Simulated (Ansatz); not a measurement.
A nudged elastic band was laid between two geometries of AlClH2NO (6 atoms, charge -1, multiplicity 1).

These are results of Ansatz 0.2.0, RKS PBE0/def2-SVP, not measurements.

```json
{
 "movable images": "9",
 "climbing image": "yes",
 "spring": "5.0 eV/Å²",
 "optimiser": "quadratic models (default)",
 "start path": "through a guess of the saddle point",
 "force threshold": "0.05 eV/Å",
 "iteration limit": "31",
 "end points": "relaxed"
}
```

First end point:

```xyz
6
Properties=species:S:1:pos:R:3
N -0.142 0.972 -0.041
Al 0.280 -0.760 0.267
O 1.233 -1.460 1.391
Cl -0.855 -1.799 -1.321
H 0.221 1.751 0.496
H -0.738 1.295 -0.792
```

Last end point:

```xyz
6
Properties=species:S:1:pos:R:3
N -0.122 0.974 -0.056
Al 0.283 -0.760 0.264
O 1.231 -1.459 1.394
Cl -0.858 -1.800 -1.318
H -0.749 1.294 -0.784
H 0.215 1.751 0.500
```

(1) Which bonds break or form, and what moves?

(2) Give the energies along the band, and the barrier.

(3) What is the geometry of the highest image?

(4) What are the harmonic wavenumbers there?

## Answers

(1) No bond is made or broken. The dihedral H6–N1–Al2–Cl4 goes from -1 to 179°. The two ends are copies of one structure, up to a mirror image or an exchange of like atoms.

(2) The run converged. The highest image is number 5 of 0 to 10, 6.0 kcal/mol above the ends, which have the same energy within 2 meV. A vibrational analysis at the climbing image gives one clearly imaginary mode, 249i cm⁻¹: a first-order saddle point. Limits of this set-up: an anion without diffuse functions, the dipole of an ion depends on the origin.

```tsv
image	path coordinate (Å)	energy (kcal/mol)	dihedral H6–N1–Al2–Cl4 (°)
0	0.00	0.0	-1
1	0.35	0.7	-1
2	0.70	2.4	10
3	1.05	4.3	24
4	1.41	5.6	40
5	1.76	6.0	58
6	2.11	5.6	77
7	2.46	4.3	98
8	2.81	2.4	121
9	3.16	0.7	146
10	3.51	0.0	179
```

(3) 
```xyz
6
Properties=species:S:1:pos:R:3
N -0.066 1.109 0.198
Al 0.262 -0.709 0.351
O 0.938 -1.573 1.558
Cl -0.469 -1.639 -1.527
H 0.392 1.510 -0.623
H -1.057 1.303 0.043
```

(4) 249i, 189, 243, 245, 409, 540, 658, 700, 1061, 1545, 3511, 3591 cm⁻¹.

The run took 8.9 min on 1 CPU thread of a shared host.
